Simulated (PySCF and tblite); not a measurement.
Results of a calculation; reference values are marked as such.
Conformer ensemble of C7H11Cl, numbered as in [Cl:1][C@@:2]12[CH2:3][CH2:4][CH2:5][CH2:6][C@@H:7]1[CH2:8]2

Search: ETKDG and KDG, MMFF94s, GFN2-xTB, 60 starts; geometries at GFN2-xTB. Weights use PBE0-D3(BJ)/pcSseg-1 (IEF-PCM, dimethylsulfoxide) energies plus GFN2-xTB zero-point and thermal terms (modes under about 100 cm⁻¹ blended into free rotors). Symmetry numbers and mirror images are counted. Conformers within 2.5 kcal/mol (GFN2-xTB free energy) were kept, 3 at most. GIAO shieldings: PBE0/pcSseg-1 (IEF-PCM, dimethylsulfoxide). Shifts are against TMS (¹H), TMS (¹³C) at the same level; of two unlike H on one atom, a is the less shielded. Codes: tblite and PySCF.

The 6-ring runs over atoms 2–3–4–5–6–7.

```
conformer                                                        shape  symmetry  E(GFN2) kcal/mol  E(DFT) kcal/mol  G(298.15 K) kcal/mol  weight %  dipole D
        1  6-ring half-chair (ring torsions -50, 68, -50, 18, -3, 19°)        C1              0.00             0.00                  0.00      75.7      3.03
        2  6-ring half-chair (ring torsions 50, -68, 50, -17, 1, -18°)        C1              0.19             0.69                  0.67      24.3      2.98
```

Weights (%) against temperature:

```
 T (K)     1     2  S(mix) cal/mol/K
   250  79.4  20.6              1.01
298.15  75.7  24.3              1.10
   350  72.5  27.5              1.17
```

Averaged shifts at 298.15 K. ¹H: 2.39 (H3a, 1H), 2.26 (H6a, 1H), 2.09 (H3b, 1H), 1.57 (H4a, 1H), 1.49 (H7, 1H), 1.47 (H6b, 1H), 1.29 (H5a, 1H), 1.24 (H5b, 1H), 1.12 (H8a, 1H), 1.04 (H4b, 1H), 0.67 (H8b, 1H) ppm. ¹³C: 50.7 (C2), 38.6 (C3), 29.7 (C6), 26.3 (C4), 26.2 (C7), 25.6 (C5), 23.9 (C8) ppm.

Coordinates of conformer 1 (Å):

```xyz
19

Cl    2.368    1.454   -1.185
C     1.146    0.617   -0.210
C    -0.016    1.523    0.120
C    -1.243    0.728    0.567
C    -1.537   -0.385   -0.433
C    -0.441   -1.448   -0.387
C     0.947   -0.842   -0.492
C     1.667   -0.397    0.755
H    -0.272    2.092   -0.778
H     0.282    2.237    0.892
H    -2.094    1.407    0.638
H    -1.078    0.298    1.556
H    -1.592    0.042   -1.436
H    -2.500   -0.847   -0.209
H    -0.589   -2.158   -1.202
H    -0.521   -2.003    0.551
H     1.569   -1.266   -1.270
H     2.734   -0.546    0.815
H     1.158   -0.496    1.702
```

Coordinates of conformer 2 (Å):

```xyz
19

Cl    2.932   -0.576   -0.475
C     1.280   -0.323    0.118
C     0.953    1.133    0.375
C    -0.327    1.557   -0.347
C    -1.455    0.576   -0.050
C    -1.159   -0.772   -0.704
C     0.238   -1.268   -0.400
C     0.734   -1.394    1.014
H     1.784    1.757    0.042
H     0.833    1.292    1.450
H    -0.148    1.582   -1.424
H    -0.602    2.562   -0.025
H    -2.401    0.961   -0.436
H    -1.562    0.460    1.030
H    -1.257   -0.666   -1.788
H    -1.888   -1.518   -0.377
H     0.583   -2.033   -1.086
H     1.365   -2.235    1.259
H     0.087   -1.085    1.820
```

Shifts are unscaled: against experiment ¹³C can be off by 15 ppm or more and ¹H by 0.8 ppm.

Search and properties took 73 s on 1 thread of Arm Neoverse V2, on a host shared with other jobs (rough), launched as `OMP_NUM_THREADS=1 python ens_run.py task.json out`.
